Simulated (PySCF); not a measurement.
GeF₃Br, SMILES [F][Ge]([F])([F])[Br].

Geometry optimised at PBE0-D3(BJ)/def2-SVP.

All values below come from PySCF 2.14.0 with TDDFT-M06-2X/def2-SVPD.

Vertical excitations; the highest root listed may be one member of a degenerate set. Isolated molecule, no solvent. State labels are in the subgroup Cs.

```
state  symmetry  energy (eV)  λ (nm)      f                                                                  main pairs
-----  --------  -----------  ------  -----  --------------------------------------------------------------------------
S1           A'         6.58     188  0.014                                                HOMO−1→LUMO (degenerate set)
S2           A"         6.58     188  0.014                                                  HOMO→LUMO (degenerate set)
S3           A'         8.97     138  0.171                                                            HOMO−2→LUMO 70 %
S4           A"         9.02     137  0.000  HOMO→LUMO+5 26 %, HOMO−1→LUMO+6 26 %, HOMO→LUMO+3 22 %, HOMO−1→LUMO+4 22 %
S5           A'         9.22     135  0.006     HOMO−1→LUMO+5, HOMO→LUMO+6, HOMO→LUMO+4, HOMO−1→LUMO+3 (degenerate set)
S6           A"         9.22     134  0.007     HOMO−1→LUMO+6, HOMO→LUMO+5, HOMO−1→LUMO+4, HOMO→LUMO+3 (degenerate set)
S7           A'         9.32     133  0.087                               HOMO−1→LUMO+2, HOMO−1→LUMO+1 (degenerate set)
S8           A"         9.32     133  0.087                                   HOMO→LUMO+2, HOMO→LUMO+1 (degenerate set)
S9           A"         9.49     131  0.000                                                            HOMO−3→LUMO 85 %
S10          A"         9.70     128  0.015                        HOMO−4→LUMO 50 %, HOMO→LUMO+2 20 %, HOMO→LUMO+1 14 %
T1           A"         6.13     202      0                                                  HOMO→LUMO (degenerate set)
T2           A'         6.13     202      0                                                HOMO−1→LUMO (degenerate set)
T3           A'         7.72     161      0                                                            HOMO−2→LUMO 81 %
T4           A'         8.82     141      0  HOMO→LUMO+6 25 %, HOMO−1→LUMO+5 24 %, HOMO→LUMO+4 19 %, HOMO−1→LUMO+3 19 %
```
Triplets are in the Tamm–Dancoff approximation, which puts them higher than full response would, so one can lie above its singlet here.
